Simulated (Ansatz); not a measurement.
# The HOMO–LUMO gap down a group: F to I

One atom is swapped for its congeners: CBrClF2 `FC(F)(Cl)Br`; CBrCl2F (bromodichlorofluoromethane) `FC(Cl)(Cl)Br`; CBr2ClF (dibromochlorofluoromethane) `FC(Cl)(Br)Br`; CIBrClF `FC(Cl)(Br)I`. All are singlets with charge 0.

Shapes, held fixed at every level: PBE0-D4/def2-TZVP. Programs: Ansatz 0.2.0. Values in eV.

| level | CBrClF2 | CBr2ClF | CIBrClF |
| --- | --- | --- | --- |
| SPW92/def2-TZVPP | 5.09 | 4.16 | 3.31 |
| r2SCAN-D4/def2-TZVPP | 5.63 | 4.61 | 3.71 |
| B3LYP-D4/def2-TZVPP | 6.97 | 5.96 | 4.93 |
| BHLYP-D4/def2-TZVPP | 9.84 | 8.72 | 7.41 |
| PBE0-D4/def2-TZVPP | 7.54 | 6.49 | 5.41 |
| wB97X-V/def2-TZVPP | 12.25 | 11.13 | 9.87 |

Q: Estimate the column for CBrCl2F from its neighbours.

A: The mean of the neighbours at wB97X-V/def2-TZVPP is 11.69 eV, against 11.72 from the run. All rows: SPW92/def2-TZVPP 4.60; r2SCAN-D4/def2-TZVPP 5.09; B3LYP-D4/def2-TZVPP 6.47; BHLYP-D4/def2-TZVPP 9.32; PBE0-D4/def2-TZVPP 7.02; wB97X-V/def2-TZVPP 11.72 eV. At wB97X-V/def2-TZVPP the HOMO–LUMO gap falls at every step, from 12.25 to 9.87 eV. Every level shows the same order. For atoms past krypton def2 sets carry core potentials with scalar relativity. Relativity is left out for Br unless named. Orbital gaps aren't excitation energies, and the LUMO depends on the basis.
